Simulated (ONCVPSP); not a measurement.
Scattering properties, ONCV potential for In

```
Element                 : In
Generator               : ONCVPSP 4.0.1
Type                    : optimised norm-conserving Vanderbilt (ONCV)
Functional              : PBE
Relativity              : scalar-relativistic
Frozen core             : [Ar] 3d10
Valence charge          : 21
Reference configuration : 4s2 4p6 4d10 5s2 5p1
Partial waves           : 4s+5s: rc 1.45 bohr, ncon 4, nbas 7, qcut 10.7 1/bohr, 2 projectors; 4p+5p: rc 1.75 bohr, ncon 5, nbas 8, qcut 6.5 1/bohr, 2 projectors; 4d: rc 1.70 bohr, ncon 3, nbas 7, qcut 9.9 1/bohr, 1 projector
Local potential         : polynomial inside 1.05 bohr (lpopt 2, dvloc0 2 Ha)
Core correction         : Teter function, fcfact 2, rcfact 1.55
```

The phase is arctan(r·R′/R) of the radial function R(r), unwrapped; energies in Ha, scanned from -6 to 5 Ha. A pole is an energy at which the radial function vanishes at the test radius. The pseudo phase is shifted by a multiple of π to meet the all-electron one at the reference energy, and phase errors are pseudo minus all-electron; the curves can meet again beyond the range given. Levels narrower than the energy grid can be missing from the lists of poles.

**Question.** For each channel, where are the poles, and over which energies does the pseudopotential scatter like the atom?

**Answer.**

```json
{"channel": "s", "radius (bohr)": "1.47", "reference energy (Ha)": "-0.30", "poles, all-electron": "-3.98", "poles, pseudo": "-3.99", "unbroken range about the reference energy with phases within 0.05 rad": "the whole range", "phase error 1 Ha above the reference energy (rad)": "-0.000"}
{"channel": "p", "radius (bohr)": "1.77", "reference energy (Ha)": "-0.09", "poles, all-electron": "-2.70, 4.82", "poles, pseudo": "-2.70, 4.78", "unbroken range about the reference energy with phases within 0.05 rad": "the whole range", "phase error 1 Ha above the reference energy (rad)": "-0.000"}
{"channel": "d", "radius (bohr)": "1.72", "reference energy (Ha)": "-0.68", "poles, all-electron": "-0.13", "poles, pseudo": "-0.12", "unbroken range about the reference energy with phases within 0.05 rad": "below 1.8", "phase error 1 Ha above the reference energy (rad)": "+0.003"}
```

Phases in the p channel:

```csv
E (Ha),all-electron,pseudo
-5.96,1.348,1.348
-5.40,1.327,1.327
-4.84,1.299,1.299
-4.28,1.253,1.253
-3.72,1.149,1.149
-3.16,0.280,0.280
-2.60,-1.633,-1.633
-2.04,-1.799,-1.799
-1.48,-1.902,-1.902
-0.92,-2.025,-2.025
-0.36,-2.234,-2.234
0.20,-2.682,-2.682
0.76,-3.501,-3.501
1.32,-4.092,-4.092
1.88,-4.355,-4.355
2.44,-4.489,-4.489
3.00,-4.570,-4.570
3.56,-4.626,-4.627
4.12,-4.668,-4.670
4.68,-4.704,-4.706
```
